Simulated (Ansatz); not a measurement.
Calculated with Ansatz (gas phase, PBE0-D4/def2-TZVP geometries, no zero-point term in ΔE). CCSD(T)/CBS adds triple-zeta CCSD(T) − MP2 to the extrapolated MP2 energy (def2 sets, frozen cores). This one scheme is used for every species. Functionals use def2-TZVPP. B3LYP here is the variant with VWN-RPA as its local correlation; programs differ in this. HSE06 is defined as in plane-wave codes. For Ga outer-core shells are correlated without core-valence functions, which leaves a few kJ/mol of doubt a bond. Scalar relativity is left out up to krypton.

Reaction (ligand exchange at a Ga–C bond): `C#[C][GaH2]` + `[SiH3]N[SiH3]` → `[SiH3][N]([SiH3])[GaH2]` + `C#C`

```json
{"level": "r2SCANh-D4", "ΔE (kJ/mol)": "-20.7", "difference from CCSD(T)/CBS": "5.6"}
{"level": "HSE06-D4", "ΔE (kJ/mol)": "-20.4", "difference from CCSD(T)/CBS": "5.9"}
{"level": "BHLYP-D4", "ΔE (kJ/mol)": "-22.9", "difference from CCSD(T)/CBS": "3.4"}
{"level": "BLYP", "ΔE (kJ/mol)": "-12.0", "difference from CCSD(T)/CBS": "14.3"}
{"level": "r2SCAN", "ΔE (kJ/mol)": "-19.6", "difference from CCSD(T)/CBS": "6.7"}
{"level": "PBE0", "ΔE (kJ/mol)": "-14.3", "difference from CCSD(T)/CBS": "12.0"}
{"level": "B3LYP", "ΔE (kJ/mol)": "-11.9", "difference from CCSD(T)/CBS": "14.4"}
{"level": "CAM-B3LYP", "ΔE (kJ/mol)": "-14.4", "difference from CCSD(T)/CBS": "11.9"}
{"level": "LC-ωPBE", "ΔE (kJ/mol)": "-15.7", "difference from CCSD(T)/CBS": "10.6"}
{"level": "SCS-MP2/def2-TZVPP", "ΔE (kJ/mol)": "-22.2", "difference from CCSD(T)/CBS": "4.1"}
{"level": "CCSD(T)/CBS", "ΔE (kJ/mol)": "-26.3", "difference from CCSD(T)/CBS": "0"}
```

Largest T1 diagnostic among the species: 0.014.

The D4 term adds −11.5 kJ/mol with B3LYP and −6.3 kJ/mol with PBE0; it sums over pairs of atoms, weighted by their polarisabilities, and B3LYP, whose exchange is more repulsive, gets the larger term. At CCSD(T), def2-SVP lies −3.6 kJ/mol from the extrapolated value and def2-TZVPP +2.1 kJ/mol.
